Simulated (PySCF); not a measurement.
# Hartree-Fock beside MP2: BFH2NSi cation

All numbers below are calculated, not measured. The program is PySCF 2.14.0, an open-source quantum chemistry code, run on an isolated molecule that a program drew, which may never have been made. The molecule is BFH2NSi cation (charge +1, singlet), drawn as the SMILES string `FB=N[SiH2+]`.

The geometry was optimised and harmonic frequencies were computed with HF and MP2, all in the cc-pV(D+d)Z basis, for the commonest isotopes, with a restricted reference for singlets and an unrestricted one otherwise, and a frozen core in MP2. Each result is a local minimum of its method.

Geometry at the HF minimum:
```xyz
6
BFH2NSi cation, angstrom
F     0.6698   -1.4532    1.4221
B     1.0787   -0.9555    0.3470
N     1.4937   -0.4496   -0.7453
Si    2.0189    0.1860   -2.1226
H     1.9521   -0.5858   -3.3568
H     2.5643    1.5371   -2.1436
```

Lengths of the bonds as drawn, in Å (atoms numbered as above):
| bond | HF | MP2 |
|---|---|---|
| F1-B2 | 1.253 | 1.274 |
| B2-N3 | 1.273 | 1.295 |
| N3-Si4 | 1.605 | 1.624 |
| Si4-H5 | 1.457 | 1.464 |
| Si4-H6 | 1.457 | 1.464 |

Rotational constants, in GHz:
```
constant,HF,MP2
A,157.8,155.1
B,2.296,2.231
C,2.263,2.199
```

Harmonic frequencies in cm^-1, each column in rising order, so a row needn't be the same motion in every method:
| rank | HF | MP2 |
|---|---|---|
| 1 | 103 | 79 |
| 2 | 131 | 117 |
| 3 | 500 | 446 |
| 4 | 524 | 478 |
| 5 | 673 | 633 |
| 6 | 747 | 705 |
| 7 | 803 | 751 |
| 8 | 1045 | 993 |
| 9 | 1367 | 1301 |
| 10 | 2139 | ? |
| 11 | 2441 | 2375 |
| 12 | 2480 | 2423 |

**Estimate the missing MP2 frequency from the HF column.**

A single factor s that minimises the squared misfit of MP2 against s times HF over the other rows is sum(HF x MP2) / sum(HF^2) = 0.9651, with an rms misfit of 22 cm^-1. For rank 10 it gives 0.9651 x 2139 = 2064 cm^-1. The calculation gives 2047 cm^-1, 17 cm^-1 below the estimate. The drawn bonds are on average 1.1 % longer in MP2 than in HF.
